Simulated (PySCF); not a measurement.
Atoms are numbered as in `[CH3:1][C:2](=[S:3])[B:4]1[O:5][CH2:6][CH2:7][O:8]1` (H(Xn): hydrogen on atom n).

PySCF calculation with coordinates at the PBE0-D3(BJ)/def2-SVP level and NMR shieldings at CAM-B3LYP/pcSseg-1/GIAO; fast rotation and ring inversion assumed for equivalent nuclei, single conformer, no solvent, no relativistic terms.

References, each an isolated molecule treated in the same way: ¹³C (182.45 ppm) and ¹H (31.33 ppm) against TMS; ³³S (487.21 ppm) against CS2; ¹¹B (99.35 ppm) vs BF3·OEt2; ¹⁷O (338.55 ppm) against H2O.

```json
{"atoms": "C2", "nucleus": "¹³C", "count": "1", "δ (ppm)": "311.8"}
{"atoms": "S3", "nucleus": "³³S", "count": "1", "δ (ppm)": "1565"}
{"atoms": "B4", "nucleus": "¹¹B", "count": "1", "δ (ppm)": "?"}
{"atoms": "O5/O8", "nucleus": "¹⁷O", "count": "2", "δ (ppm)": "125.1"}
{"atoms": "C1", "nucleus": "¹³C", "count": "1", "δ (ppm)": "48.9"}
{"atoms": "C6/C7", "nucleus": "¹³C", "count": "2", "δ (ppm)": "68.8"}
{"atoms": "H(C6)/H(C7)", "nucleus": "¹H", "count": "4", "δ (ppm)": "4.28"}
{"atoms": "H(C1)", "nucleus": "¹H", "count": "3", "δ (ppm)": "?"}
```

Problem. Estimate the values marked ?.

Solution. 
- H(C1): 3.37 ppm, hydrogen on a methyl carbon
- B4: 19.5 ppm, boron bonded to C, 2 O, in a 5-membered ring

A carbon bonded to boron is broadened by the quadrupolar boron nucleus and is often missing from a measured spectrum. Shifts are as computed, not scaled to solution data. Of 1211 compounds with measured shifts, 218 miss one by over three times the rms of a fit or turn the order of signals round; such compounds aren't used in these exercises. Experimental scales use liquid or dissolved standards, which lie at an offset from isolated H2O (liquid H2O: subtract about 36 ppm).
